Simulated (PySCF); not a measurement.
UHF on Kr (krypton, neutral)

Configuration: [Kr], closed-shell 1S. Calculation: PySCF 2.14, in jorge-DZP-DKH (8s6p2d1f, 43 functions); scalar relativity by spin-free X2C-1e.

* Total energy: -2788.012860 hartree
* One-electron energy: -3876.6186 hartree
* Hartree (Coulomb) energy: 1184.1480 hartree
* Exchange energy: -95.5423 hartree
* ⟨S²⟩: 0.0000
* ⟨L²⟩: 0.000
* Sum of ⟨r⟩: 26.02 bohr
* Sum of ⟨r²⟩: 38.64 bohr²
* Langevin diamagnetic susceptibility: -30.6 ×10⁻⁶ cm³/mol
* Time after the integrals: 0.1 s of wall time on 1 thread of Neoverse-V1 (shared host)

```csv
shell,electrons,mean orbital energy (eV),"rms radius, mean of both spins (bohr)"
1s,2,-14404.0,0.0477
2s,2,-1959.9,0.198
2p,6,-1728.2,0.177
3s,2,-305.00,0.565
3p,6,-228.51,0.582
3d,10,-101.62,0.609
4s,2,-32.123,1.71
4p,6,-14.071,2.09
```

Densities and radii are taken from the X2C orbitals without a picture-change correction, which distorts them close to the nucleus.
